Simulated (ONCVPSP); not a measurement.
## Hf: one change to an ONCV potential, before and after

* Element: Hf
* Generator: ONCVPSP 4.0.1
* Type: optimised norm-conserving Vanderbilt (ONCV)
* Functional: PBE
* Relativity: fully relativistic
* Frozen core: [Xe] 4f14
* Valence charge: 4
* Reference configuration: 5d2 6s1 (charge +1)
* Partial waves: 6s: rc 3.00 bohr, ncon 4, nbas 7, qcut 1.8 1/bohr, 2 projectors, debl 1.3 Ha; p scattering state at 0.12 Ha: rc 2.90 bohr, ncon 4, nbas 9, qcut 2.7 1/bohr, 1 projector; 5d: rc 2.65 bohr, ncon 4, nbas 8, qcut 6.6 1/bohr, 1 projector
* Local potential: polynomial inside 1.80 bohr (lpopt 3, dvloc0 4 Ha)
* Core correction: polynomial model core, fcfact 0.6

Open shells are filled in proportion to 2j + 1.

In the p channel the program set the typed energies aside and used 0.050 Ha (j = l + 1/2; the other j can differ).

All-electron outer shells of the reference configuration (PBE, scalar-relativistic, ld1.x):

```json
{"shell": "4f", "level (eV)": "-23.76", "outermost node (bohr)": "–", "outermost maximum (bohr)": "0.45"}
{"shell": "6s", "level (eV)": "-10.97", "outermost node (bohr)": "1.36", "outermost maximum (bohr)": "2.78"}
{"shell": "5d", "level (eV)": "-9.21", "outermost node (bohr)": "0.67", "outermost maximum (bohr)": "1.67"}
```

Change: all radii but the core radius scaled by about 1.32 (s 3.96, p 3.82, d 3.50 bohr); local potential polynomial inside 2.38 bohr (lpopt 3, dvloc0 4 Ha).

Cutoffs: the cutoffs (Ha) at which the residual kinetic energy of the hardest occupied pseudo-wave falls to 1 and 0.1 mHa per electron; they do not see the model core or the augmentation charge, which bear on the density cutoff. Errors are all-electron minus pseudo energies relative to the spin-unpolarised reference configuration.

What does the change do?

The potential gets softer (12 Ha and 15 Ha → 9.7 Ha and 12 Ha); the lowest positive-energy flag moves from s at 58.0 eV to none; of the 4 tests that both files solve, the error grows in 2 and shrinks in 1 by more than 15 % and 0.3 meV (median size 23.6 → 49.8 meV); neither file shows a bound ghost. A larger radius leaves more room for a smooth pseudo-wave, so fewer plane waves are needed.

| quantity | base | changed |
| --- | --- | --- |
| cutoff, loose | 12 Ha | 9.7 Ha |
| cutoff, tight | 15 Ha | 12 Ha |
| loose cutoff by channel | s 8.9 Ha, d 12 Ha | s 2.0 Ha, d 9.7 Ha |
| bound ghosts | none | none |
| GHOST(+) flags under 300 eV | s at 58.0 eV | none |
| error for 5d2 6s2, meV [ΔE -7.98 eV] | -4.3 | -2.8 |
| error for 5d2 6s0, meV [ΔE 14.18 eV] | -13 | -70 |
| error for 5d1 6s0, meV [ΔE 35.96 eV] | -232 | -441 |
| error for 5d2 6s1 6p1, meV [ΔE -4.18 eV] | +34 | +30 |
| rms error of d²Exc/dni dnj with the model core, mHa | 2.64 | 3.30 |
